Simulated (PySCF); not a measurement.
## Field gradients at the hydrogen positions

Compound: C2H6OSi.
SMILES with atom numbers: `[CH3:1][SiH2:2][CH:3]=[O:4]` (hydrogens: H5, H6, H7 on C1; H8, H9 on Si2; H10 on C3)

Cartesian coordinates in Å at the PBE0-D3(BJ)/def2-SVP level; atoms count from 1:
```xyz
10
C2H6OSi angstrom
C      1.2307   -0.3190    0.0475
Si    -0.2965    0.7587    0.0350
C     -1.8370   -0.4050   -0.0613
O     -1.7101   -1.6044   -0.1129
H      2.1527    0.2790    0.0952
H      1.2583   -0.9388   -0.8612
H      1.2042   -0.9964    0.9141
H     -0.4309    1.5939    1.2707
H     -0.3487    1.6807   -1.1439
H     -2.8699    0.0480   -0.0701
```

Level: PBE0/pcSseg-1 (PySCF, non-relativistic); Q(2H) = 0.00286 b; rigid geometry, the same for H and D, with no vibrational averaging.

Question: Rank these positions by the coupling χzz of a deuteron there, largest first.
A. H9 (Si–H hydrogen)
B. H10 (formyl hydrogen)
C. H6 (methyl hydrogen)

Answer: C (200 kHz), B (161 kHz), A (92 kHz).

Question: Give the electric field gradient Vzz (the principal value of largest size), its asymmetry and the 2H coupling at each hydrogen.

Answer: 
```json
{"atom": "H5", "bonded to": "C1", "bond length (Å)": "1.100", "Vzz (au)": "0.2995", "η": "0.01", "χzz (kHz)": "201"}
{"atom": "H6", "bonded to": "C1", "bond length (Å)": "1.100", "Vzz (au)": "0.2974", "η": "0.00", "χzz (kHz)": "200"}
{"atom": "H7", "bonded to": "C1", "bond length (Å)": "1.100", "Vzz (au)": "0.2974", "η": "0.00", "χzz (kHz)": "200"}
{"atom": "H8", "bonded to": "Si2", "bond length (Å)": "1.498", "Vzz (au)": "0.1376", "η": "0.02", "χzz (kHz)": "92"}
{"atom": "H9", "bonded to": "Si2", "bond length (Å)": "1.498", "Vzz (au)": "0.1376", "η": "0.02", "χzz (kHz)": "92"}
{"atom": "H10", "bonded to": "C3", "bond length (Å)": "1.128", "Vzz (au)": "0.2399", "η": "0.01", "χzz (kHz)": "161"}
```

Question: Average by the element that carries the hydrogen.

Answer: on C: 191 kHz over 4 positions, mean bond length 1.107 Å; on Si: 92 kHz over 2 positions, mean bond length 1.498 Å.

Question: Give the 2H NMR doublet splittings at H10 for a magnetic field along the z, y and x axes of the gradient: 3χ/2, 3χ(1 + η)/4, 3χ(1 − η)/4.

Answer: With |χ| = 161.2 kHz and η = 0.008: 242, 122 and 120 kHz, to first order and without motion.

Isolated species at its PBE0-D3(BJ)/def2-SVP geometry (one conformer only). A larger basis could move these couplings by a tenth or more.

The run behind these numbers computed NMR shieldings as well. On one thread, Arm Neoverse V1, no GPU, on a shared host, this took 6.1 s.
